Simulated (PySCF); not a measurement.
## How methods differ on the ionisation energy of Sn³⁸⁺

Sn³⁸⁺ [Ne] 3s2 (1S) → Sn³⁹⁺ [Ne] 3s1 (2S), as a difference of total energies. Calculation: PySCF 2.14, in an even-tempered Gaussian basis (18 s from 6.9 bohr⁻², ratio 2.5; 12 p from 9 bohr⁻², ratio 2.5; 4 d from 33 bohr⁻², ratio 2.7; 4 f from 50 bohr⁻², ratio 2.7); scalar relativity by spin-free X2C-1e. Correlated levels: outer shells: 1s2 frozen; virtual orbitals above 40 to 60 times the deepest correlated orbital energy dropped. The calculations carry no spin-orbit coupling.

| method | ionisation energy (eV) |
| --- | --- |
| UHF | 2680.0 |
| LDA | 2684.1 |
| PBE | 2686.0 |
| PBE0 | 2684.8 |
| r2SCAN | 2680.0 |
| M06-L | 2680.3 |
| r2SCAN0 | 2680.4 |
| MP2 (outer shells) | 2683.3 |
| SCS-MP2 (outer shells) | 2683.7 |

Question: How much does correlation contribute at MP2 (outer shells)?

Answer: 2683.3 − (2680.0) = 3.3 eV, measured against UHF.

Breit and QED terms and the two-electron picture change are absent.

For comparison: 2687 ± 4 eV (semi-empirical (NIST evaluation); NIST Atomic Spectra Database, ionization energies).
